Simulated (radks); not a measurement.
Valence configurations of the phosphorus ion P2+ (all share [Ne]). All-electron calculation, Dirac Kohn-Sham, BLYP, spin-unpolarised, spherical densities, point nucleus; open shells are shared between the two j in proportion to 2j + 1. Program: a radial shooting solver on a logarithmic mesh with Libxc functionals. Energies are relative to 3s2 3p1; eigenvalues in eV.

valence      E (eV)  e(3p1/2)  e(3p3/2)  e(3s1/2)
3s2 3p1       0.000   -24.215   -24.134   -33.835
3s1.5 3p1.5   4.847   -24.506   -24.425   -34.166
3s1 3p2       9.714   -24.790   -24.708   -34.488
3s0.5 3p2.5  14.600   -25.068   -24.984   -34.802
3p3          19.503   -25.339   -25.254         -

NIST lists [Ne] 3s2 3p1 as the ground configuration; this level of theory agrees among the configurations tried. The energies are those of spherical spin-averaged densities, not of single terms.
